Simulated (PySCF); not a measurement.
## Te⁺: excitation energy

Te⁺ [Kr] 4d10 5s2 5p3 (4S) → Te⁺ [Kr] 4d10 5s2 5p2 5d1 (high-spin determinant), as a difference of total energies. Calculation: PySCF 2.14, in aug-cc-pwCVTZ-DK3 with one added diffuse shell each of s, p, d, f type (11s10p8d5f1g, 125 functions); scalar relativity by spin-free X2C-1e. Correlated levels: valence: [Kr] 4d10 frozen; valence and next inner shell: [Ar] 3d10 frozen. The calculations carry no spin-orbit coupling.

| method | excitation energy (eV) |
| --- | --- |
| UHF | 11.161 |
| LDA | 10.607 |
| PBE | 10.452 |
| PBE0 | 10.744 |
| r2SCAN | 10.996 |
| MP2 (valence) | 11.050 |
| SCS-MP2 (valence) | 11.040 |
| MP2 (valence and next inner shell) | 11.166 |
| SCS-MP2 (valence and next inner shell) | 11.109 |

A first-order spin-orbit estimate (lowest level to lowest level, LS coupling) adds -0.408 eV.

The promoted electron is Rydberg-like, and one or two diffuse shells describe it only roughly, which tends to raise the upper state.

The determinant of the upper state mixes LS terms, which raises its energy above the lowest term, most at the Hartree-Fock and MP2 levels.
